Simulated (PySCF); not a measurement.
A GIAO shielding run with PySCF 2.14 (density fitting, non-relativistic, gas phase) on SMILES N#CCS[SiH3], C2H5NSSi:

```
$ OMP_NUM_THREADS=1 python probes_run.py task.json out

{"job": {"kind": "nmr", "xc": "BHandHLYP", "basis": "pcSseg-2", "pop": false}, "charge": 0, "multiplicity": 1}
N     -1.561235     1.727321    -1.410138
C     -1.470453     0.742142    -0.809463
C     -1.328337    -0.487173    -0.045224
S      0.221090    -1.400365    -0.400918
Si     1.679279    -0.004301     0.352176
H     -1.409457    -0.264717     1.030205
H     -2.147636    -1.174448    -0.305556
H      2.967631    -0.743788     0.249657
H      1.369838     0.330387     1.775083
H      1.714647     1.248444    -0.454363
```

Hardware: 1 thread of an Arm Neoverse V2, shared host.

Task: How large is the calculation?

Result: 54 electrons, 264 basis functions and 769 auxiliary functions.

Task: How long does it take, and how much memory does it need?

Result: 21 s of wall time, with 12 SCF cycles and 6 response iterations; peak memory 1 GiB. Times on a shared host scatter by some tens of per cent.

Task: And these other runs on the same molecule and hardware: GIAO shielding at B3LYP/pcSseg-2; GIAO shielding at B97-D/pcSseg-2; GIAO shielding at BLYP/pcSseg-2; GIAO shielding at BP86/pcSseg-2; GIAO shielding at HF/pcSseg-2; GIAO shielding at KT2/pcSseg-2?

Result: B3LYP/pcSseg-2: 264 functions, 20 s; B97-D/pcSseg-2: 264 functions, 28 s; BLYP/pcSseg-2: 264 functions, 27 s; BP86/pcSseg-2: 264 functions, 27 s; HF/pcSseg-2: 264 functions, 12 s; KT2/pcSseg-2: 264 functions, 28 s.
